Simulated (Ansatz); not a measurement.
Geometry optimisation, RKS LDA/def2-mTZVP (Ansatz 0.2.0).

Input file:

```yaml
crystal:
  periodic: [false, false, false]
  atoms:
    - { symbol: F, position_ang: [-1.2456, -0.3121, 0.8838] }
    - { symbol: C, position_ang: [-0.0773, -0.2195, 0.2245] }
    - { symbol: Al, position_ang: [0.6416, -2.0565, 0.1152] }
    - { symbol: S, position_ang: [-0.2163, 0.4269, -1.4735] }
    - { symbol: P, position_ang: [-0.6574, 2.4689, -0.9143] }
    - { symbol: H, position_ang: [0.6351, 0.4295, 0.7986] }
    - { symbol: H, position_ang: [2.1134, -2.305, -0.5691] }
    - { symbol: H, position_ang: [-0.1038, -3.2667, 0.739] }
    - { symbol: H, position_ang: [-1.91566, 2.63608, -1.69824] }
    - { symbol: H, position_ang: [0.16408, 3.05194, -1.99442] }
basis:
  gaussian: { orbitals: def2-mTZVP }
hamiltonian:
  xc: lda
relax:
  f_tol: 0.015
  max_steps: 40
```

Launched with:

```bash
$ ansatz run input.yaml --threads 2 --pin off --max-ram 3072MiB --backend cpu --events-out ev --progress --plain --runs-dir out
```

Where does it end, and by what steps?

It converged. After 28 steps the energy has fallen by 0.391 eV; H10 moved furthest, 1.60 Å. Joined: Al3–S4.

```tsv
step	energy less start (eV)	largest force component (eV/Å)	accepted
0	0.0000	1.688	yes
1	-0.1215	0.709	yes
2	-0.1673	0.347	yes
3	-0.1731	0.213	yes
4	-0.1777	0.304	yes
5	-0.1984	0.099	yes
6	-0.2078	0.187	yes
7	-0.2145	0.273	yes
8	-0.2269	0.338	yes
9	-0.2452	0.375	yes
10	-0.2673	0.313	yes
11	-0.2894	0.471	yes
12	-0.3140	0.372	yes
13	-0.3358	0.267	yes
14	-0.3497	0.285	yes
15	-0.3642	0.262	yes
16	-0.3758	0.153	yes
17	-0.3717	0.293	no
18	-0.3803	0.052	yes
19	-0.3823	0.074	yes
20	-0.3855	0.098	yes
21	-0.3870	0.088	yes
22	-0.3889	0.079	yes
23	-0.3897	0.083	yes
24	-0.3901	0.057	yes
25	-0.3904	0.053	yes
26	-0.3905	0.039	yes
27	-0.3906	0.020	yes
28	-0.3906	0.006	yes
```

```xyz
10
Properties=species:S:1:pos:R:3
F -1.216 -0.605 1.852
C -0.271 -0.259 0.937
Al 0.596 -1.507 -0.315
S -1.127 0.196 -0.706
P -0.008 1.962 -1.201
H 0.246 0.660 1.267
H 1.942 -0.938 -0.964
H -0.063 -2.935 -0.564
H -1.131 2.728 -1.672
H 0.371 1.553 -2.523
```

Time of the run: 28 s on 2 threads of INTEL(R) XEON(R) PLATINUM 8581C CPU @ 2.30GHz (Emerald Rapids) (shared host), peak memory 0.2 GiB.
